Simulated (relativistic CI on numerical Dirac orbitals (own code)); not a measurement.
**Bi31+: sensitivity of the levels to the model**

Base calculation: Dirac-Coulomb-Breit CI, orbitals from a KLI potential per configuration, model QED (radiative potential, 1s self-energy scaled to tabulated hydrogen-like ionisation energies), unscaled Slater integrals.

Configuration list (outside the closed core [Ar] 3d10): 4s²4p⁶4d¹⁰4f⁶, 4s²4p⁶4d⁹4f⁷, 4s²4p⁶4d¹⁰4f⁵5s, 4s²4p⁶4d¹⁰4f⁴5s², 4s²4p⁶4d¹⁰4f⁵5p, 4s²4p⁵4d¹⁰4f⁷, 4s²4p⁶4d¹⁰4f⁴5s5p, 4s²4p⁶4d¹⁰4f⁵6p, 4p⁶4d¹⁰4f⁸. Levels of other configurations are missing.

Variants: (1) QED terms removed. Shifts of the energy above 4s²4p⁶4d¹⁰4f⁶ ⁵D0, in cm⁻¹, for the lowest level and the first level of each name with at least 55 % of one term (blank where a level changes its place among those of its configuration and J or its character, or is not in the variant):

| Level | Base | Δ(1) |
| --- | --- | --- |
| 4s²4p⁶4d¹⁰4f⁶ ⁵D0 | 0.0 | 0.0 |
| 4s²4p⁶4d¹⁰4f⁶ ⁷F2 | 47858.9 | -308.0 |
| 4s²4p⁶4d¹⁰4f⁶ ⁷F3 | 62561.7 | -362.4 |
| 4s²4p⁶4d¹⁰4f⁶ ⁷F4 | 73446.6 | -389.7 |
| 4s²4p⁶4d¹⁰4f⁶ ⁷F0 | 78477.9 | -343.8 |
| 4s²4p⁶4d¹⁰4f⁶ ⁷F5 | 80341.6 | -386.2 |
| 4s²4p⁶4d¹⁰4f⁶ ³O11 | 198793.3 | -543.5 |
| 4s²4p⁶4d¹⁰4f⁶ ³O12 | 203192.9 | -549.7 |

At this charge energies of transitions that change n are usually good to better than 1 %, and those within a shell (Δn = 0) to a few per cent. Terms inside the open d or f shell come out 10 to 20 % too wide with unscaled integrals.

Ionisation energy from the two ground configurations alone: base 1170.64 eV. The NIST ASD value (theoretical) is 1180 eV.

LS names give the leading component of a level, which can be under half, so a name can repeat, a term be missing and a line seem to break the LS rules.
